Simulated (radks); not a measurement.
Question: In, 49 electrons, occupied as [Kr] 4d10 5s1.75 5p1.25 (fractional occupations, a model configuration). All-electron calculation, Dirac Kohn-Sham, PBEsol, spin-unpolarised, spherical densities, finite nucleus; open shells fill j = l - 1/2 first; Fermi nuclear charge, rms radius 4.6156 fm. Program: a radial shooting solver on a logarithmic mesh with Libxc functionals.

Spin-orbit splittings of the eigenvalues, e(l+1/2) - e(l-1/2), with zeta = 2 splitting/(2l+1) and mean radii in bohr:

shell  occ.  splitting (eV)  zeta (eV)  <r> j=l-1/2  <r> j=l+1/2
2p        6               ?          ?       0.1085       0.1138
3p        6           38.06      25.37       0.3396       0.3507
3d       10           7.800      3.120       0.3224       0.3259
4p        6           6.676      4.450       0.9011       0.9318
4d       10          0.8622     0.3449        1.173        1.190
5p     1.25          0.3138     0.2092        3.549        3.729

Estimate the 2p splitting.

Answer: 210.7 eV (zeta = 140.5 eV).
